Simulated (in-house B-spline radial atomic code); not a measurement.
Configurations of Si2+, with energies counted from [Ne] 3s2. Level of theory: scalar-relativistic (X2C) LC-wPBE, spin-polarised, spherical fractional occupations, exact exchange averaged over the configuration, Fermi nucleus of rms radius 3.1224 fm; calculated with an all-electron radial atomic-structure program (B-spline basis). Shells without spins written out take the highest spin.

Occupations are held fixed; configurations that lie above the ionisation limit could autoionise.

```json
{"configuration": "[Ne] 3s1 4s1", "E - E(ref) (eV)": "18.745", "highest orbital": "4s up", "its <r> (bohr)": "4.34"}
{"configuration": "[He] 2s2 2p5 3s2 4d1", "E - E(ref) (eV)": "124.21", "highest orbital": "4d up", "its <r> (bohr)": "5.677"}
{"configuration": "[He] 2s2 2p5 3s2 4f1", "E - E(ref) (eV)": "125.62", "highest orbital": "4f up", "its <r> (bohr)": "5.775"}
{"configuration": "[He] 2s1 2p6 3s2 4s1", "E - E(ref) (eV)": "161.37", "highest orbital": "4s up", "its <r> (bohr)": "4.153"}
{"configuration": "[He] 2s1 2p6 3s2 4p1", "E - E(ref) (eV)": "163.91", "highest orbital": "4p up", "its <r> (bohr)": "4.671"}
{"configuration": "[He] 2s1 2p6 3s2 4f1", "E - E(ref) (eV)": "168.67", "highest orbital": "4f up", "its <r> (bohr)": "5.774"}
```

(1) Order these further configurations by energy, lowest first.
A. [He] 2s2 2p5 3s2 3d1
B. [Ne] 3s1 4f1
C. [He] 2s2 2p5 3s2 4p1
D. [Ne] 3s1 3d1
E. [Ne] 3s1 3p1

(2) How far above the reference does [Ne] 3s1 4d1 lie?

Results:

(1) E (6.1726 eV), D (17.102 eV), B (25.412 eV), A (115.89 eV), C (120.84 eV).

(2) 24.49 eV; its least bound orbital is 4d up with <r> = 6.051 bohr.
